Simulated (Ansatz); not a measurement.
`NBO[SiH3]` + `CSC(C)N` → `CSBO[SiH3]` + `CC(N)N`  (formal exchange of groups at a B–N bond)

Computed with Ansatz on PBE0-D4/def2-TZVP structures; ΔE is electronic, products minus reactants. CCSD(T)/CBS is the MP2 limit (def2-TZVPP, def2-QZVPP) plus CCSD(T) − MP2 in def2-TZVPP, frozen cores. Functionals use def2-TZVPP. B3LYP here is the variant with VWN-RPA as its local correlation; programs differ in this. Each species was taken in one conformer, which may not be the lowest.

`NBO[SiH3]`:

Cartesian coordinates in Å:
```
N 2.008 0.200 -0.762
B 0.616 0.132 -0.701
O 0.005 -0.078 0.507
Si -1.570 -0.210 0.949
H 2.506 0.352 -1.619
H 2.592 0.101 0.052
H -0.031 0.258 -1.707
H -1.783 -1.537 1.578
H -1.883 0.853 1.937
H -2.462 -0.069 -0.233
```

`CSC(C)N`:

Z-matrix (Å, degrees):
```
C
S 1 1.795
H 1 1.090 2 107.1
H 1 1.092 2 111.9 3 118.3
H 1 1.092 2 111.3 3 -118.4
C 2 1.842 1 100.0 3 176.9
N 6 1.436 2 116.1 1 60.9
C 6 1.515 2 106.6 1 -175.7
H 6 1.094 2 106.1 1 -58.8
H 7 1.011 6 111.8 2 -63.0
H 7 1.014 6 110.6 2 57.1
H 8 1.094 6 110.5 2 -64.0
H 8 1.091 6 109.5 2 176.9
H 8 1.091 6 111.1 2 56.0
```

`CSBO[SiH3]`:

```xyz
12

C    -2.169   -0.694    1.247
S    -0.459   -0.801    0.668
B    -0.280    0.692   -0.320
O     0.885    0.981   -0.941
Si    2.366    0.253   -1.051
H    -2.625    0.225    0.883
H    -2.729   -1.552    0.877
H    -2.179   -0.700    2.336
H    -1.211    1.440   -0.428
H     2.221   -1.111   -1.619
H     3.191    1.096   -1.946
H     2.989    0.171    0.294
```

`CC(N)N`:

Z-matrix (Å, degrees):
```
C
C 1 1.521
H 1 1.095 2 111.5
H 1 1.092 2 110.6 3 119.9
H 1 1.093 2 109.8 3 -120.0
N 2 1.450 1 114.9 3 -179.1
N 2 1.450 1 109.0 3 61.9
H 2 1.103 1 108.1 3 -61.1
H 6 1.012 2 110.7 1 60.7
H 6 1.015 2 109.1 1 -58.0
H 7 1.012 2 111.2 1 -57.7
H 7 1.013 2 109.6 1 -177.6
```

```tsv
level	ΔE (kJ/mol)	difference from CCSD(T)/CBS
PBE-D4	67.2	-1.1
r2SCAN-D4	69.2	0.9
PBE0-D4	67.5	-0.8
ωB97M-V	71.0	2.7
PBE	66.8	-1.5
r2SCAN	69.0	0.7
B3LYP	71.1	2.8
HF/def2-TZVPP	68.0	-0.3
MP2/def2-TZVPP	70.6	2.3
SCS-MP2/def2-TZVPP	69.4	1.1
CCSD/def2-TZVPP	66.6	-1.7
CCSD(T)/def2-TZVPP	66.3	-2.0
HF/def2-QZVPP	68.5	0.2
MP2/def2-QZVPP	71.9	3.6
HF/CBS(def2)	68.5	0.2
CCSD/CBS(def2)	68.7	0.4
CCSD(T)/CBS	68.3	0
```

Largest T1 diagnostic among the species: 0.013.
